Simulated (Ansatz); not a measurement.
Consider the redistribution: `COB(C)Br` + `FB1CS1` → `COB(F)Br` + `CB1CS1`.

Program: Ansatz. Geometries: PBE0-D4/def2-TZVP. ΔE: electronic, gas phase. CCSD(T)/CBS adds triple-zeta CCSD(T) − MP2 to the extrapolated MP2 energy (def2 sets, frozen cores). DFT in def2-TZVPP. B3LYP here is the variant with VWN-RPA as its local correlation; programs differ in this. For Br outer-core shells are correlated without core-valence functions, which leaves a few kJ/mol of doubt a bond. Scalar relativity is left out up to krypton. One conformer a species, not always the lowest.

`COB(C)Br`:

```xyz
11

C     1.487   -0.422    1.215
O     0.776    0.114    0.117
B    -0.524   -0.017   -0.161
C    -1.144    0.642   -1.429
Br   -1.700   -1.051    1.017
H     2.006    0.396    1.716
H     0.822   -0.924    1.919
H     2.223   -1.133    0.837
H    -0.402    1.208   -1.994
H    -1.967    1.307   -1.154
H    -1.577   -0.122   -2.082
```

`FB1CS1`:

```xyz
6

F     0.060    1.728    1.222
B    -0.055    0.821    0.289
C     0.092   -0.653   -0.061
S    -0.494    0.579   -1.380
H    -0.665   -1.383    0.213
H     1.061   -1.092   -0.283
```

`COB(F)Br`:

Z-matrix (Å, degrees):
```
C
O 1 1.414
H 1 1.091 2 111.6
H 1 1.090 2 108.1 3 120.8
H 1 1.091 2 108.6 3 -120.9
B 2 1.330 1 126.9 3 7.7
Br 6 1.931 2 124.2 1 -0.4
F 6 1.318 2 118.6 1 179.7
```

`CB1CS1`:

```xyz
9

C     1.325   -0.269   -0.444
B    -0.138    0.174   -0.229
C    -1.365    0.152    0.692
S    -1.475    1.057   -0.933
H     1.754    0.069   -1.387
H     1.947    0.101    0.379
H     1.390   -1.361   -0.398
H    -1.430    0.799    1.563
H    -2.009   -0.721    0.756
```

| level | ΔE (kJ/mol) | difference from CCSD(T)/CBS |
| --- | --- | --- |
| revPBE-D4 | -19.2 | 2.1 |
| r2SCAN-D4 | -22.5 | -1.2 |
| B3LYP-D4 | -20.7 | 0.6 |
| r2SCAN0-D4 | -24.2 | -2.9 |
| B2PLYP | -21.7 | -0.4 |
| revPBE | -19.9 | 1.4 |
| r2SCAN | -22.6 | -1.3 |
| MP2/def2-SVP | -23.3 | -2.0 |
| CCSD/def2-SVP | -23.2 | -1.9 |
| CCSD(T)/def2-TZVPP | -22.3 | -1.0 |
| CCSD(T)/CBS | -21.3 | 0 |

Largest T1 diagnostic among the species: 0.014.

In def2-TZVPP, CCSD(T) changes the Hartree–Fock value by +4.2 kJ/mol (the triples alone add +0.8 kJ/mol) and MP2 by +3.5 kJ/mol. From BLYP to BHLYP (50 % exact exchange), in def2-TZVPP and without D4, ΔE moves by −5.1 kJ/mol. Leaving LDA and LC-ωPBE aside and taking each functional with its dispersion term where it has one, the values, not all of them listed here, spread over 6.2 kJ/mol, from r2SCAN0-D4 to BLYP-D4.
